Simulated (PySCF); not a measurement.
Job file and geometry (Å, from GFN2-xTB) of an NMR shielding run on `C=C(CCCl)B(C)P`, C5H11BClP, GIAO PBE0/pcSseg-1 NMR shielding, non-relativistic, gas phase in PySCF 2.14.0, density-fitted response routines; density fitting, a coarse starting grid and PySCF grid level 2 are the driver's defaults:

```
$ OMP_NUM_THREADS=1 python probes_run.py task.json out

{"job": {"kind": "nmr", "xc": "PBE0", "basis": "pcSseg-1"}, "charge": 0, "multiplicity": 1}
C      0.374587    -0.872399     1.938652
C      0.384676    -0.454028     0.680737
C      1.653823    -0.474190    -0.140403
C      1.794330     0.867140    -0.839589
Cl     0.194465     1.271551    -1.515928
B     -0.887276     0.096618    -0.094634
C     -1.689865    -0.943957    -1.012303
P     -1.984756     1.345649     0.926634
H     -0.534102    -0.852881     2.517330
H      1.250933    -1.261905     2.434975
H      2.535449    -0.660261     0.475544
H      1.580288    -1.269353    -0.887810
H      2.505440     0.856845    -1.664299
H      2.045470     1.659126    -0.133922
H     -1.038540    -1.555316    -1.636147
H     -2.414967    -0.460813    -1.666763
H     -2.249889    -1.628510    -0.376658
H     -1.007604     2.311165     1.137700
H     -2.522266     2.034767    -0.150577
```

Question: Write the output of this run.

Answer: 
```
coarse grid: 16584 points
cycle   1  E = -1022.7989411247  dE =  8.556e-01  |g| = 4.720e-01  |ddm| = 3.949e+00
cycle   2  E = -1022.7825292356  dE =  1.641e-02  |g| = 5.371e-01  |ddm| = 1.269e+00
cycle   3  E = -1022.8627832293  dE = -8.025e-02  |g| = 5.887e-02  |ddm| = 7.380e-01
cycle   4  E = -1022.8633652267  dE = -5.820e-04  |g| = 3.782e-02  |ddm| = 1.189e-01
cycle   5  E = -1022.8637073452  dE = -3.421e-04  |g| = 1.075e-02  |ddm| = 4.565e-02
cycle   6  E = -1022.8637362919  dE = -2.895e-05  |g| = 2.825e-03  |ddm| = 1.270e-02
cycle   7  E = -1022.8637380848  dE = -1.793e-06  |g| = 7.549e-04  |ddm| = 3.435e-03
final grid: 150016 points
cycle   8  E = -1022.9087475827  dE = -4.812e-05  |g| = 9.036e-03  |ddm| = 4.104e-02
cycle   9  E = -1022.9087370330  dE =  1.055e-05  |g| = 1.087e-02  |ddm| = 2.108e-02
cycle  10  E = -1022.9087677247  dE = -3.069e-05  |g| = 1.800e-03  |ddm| = 1.338e-02
cycle  11  E = -1022.9087684655  dE = -7.408e-07  |g| = 4.493e-04  |ddm| = 2.086e-03
cycle  12  E = -1022.9087685142  dE = -4.871e-08  |g| = 9.129e-05  |ddm| = 4.226e-04
cycle  13  E = -1022.9087685161  dE = -1.878e-09  |g| = 3.006e-05  |ddm| = 1.357e-04
cycle  14  E = -1022.9087685163  dE = -2.274e-10  |g| = 5.928e-06  |ddm| = 3.754e-05
converged SCF energy = -1022.9087685163

GIAO shielding tensors (ppm)
atom      isotropic    diamagn.    paramagn.     s11        s22        s33       span
  0 C       66.000     252.091    -186.092    -36.843     77.746    157.097    193.940
  1 C       20.911     262.467    -241.556    -98.063     12.228    148.569    246.633
  2 C      140.594     248.741    -108.147    110.552    150.125    161.105     50.553
  3 C      130.105     250.549    -120.444     90.424    132.473    167.419     76.995
  4 Cl     766.766    1149.389    -382.623    588.549    800.647    911.102    322.552
  5 B       71.074     184.785    -113.711     36.983     49.888    126.351     89.367
  6 C      173.076     247.797     -74.721    156.577    176.821    185.831     29.254
  7 P      530.894     966.988    -436.094    474.352    542.986    575.343    100.991
  8 H       26.447      31.489      -5.043     23.205     24.641     31.494      8.290
  9 H       26.125      31.069      -4.944     22.880     24.927     30.567      7.686
 10 H       29.269      31.271      -2.002     25.029     27.477     35.301     10.273
 11 H       28.503      30.507      -2.005     25.753     26.246     33.509      7.756
 12 H       27.798      28.916      -1.119     22.048     26.226     35.120     13.072
 13 H       28.087      30.313      -2.225     22.669     26.292     35.302     12.633
 14 H       30.996      30.534       0.462     26.671     30.408     35.909      9.237
 15 H       30.986      30.193       0.794     27.505     29.144     36.309      8.804
 16 H       31.278      29.733       1.545     27.344     28.246     38.242     10.898
 17 H       30.170      30.344      -0.173     26.023     28.970     35.518      9.495
 18 H       29.888      30.791      -0.903     25.843     27.813     36.008     10.165
```

Size and cost of the density-fitted run: 205 basis functions, 45 s wall time on 1 thread of an Arm Neoverse V1, shared host; peak memory 1 GiB.
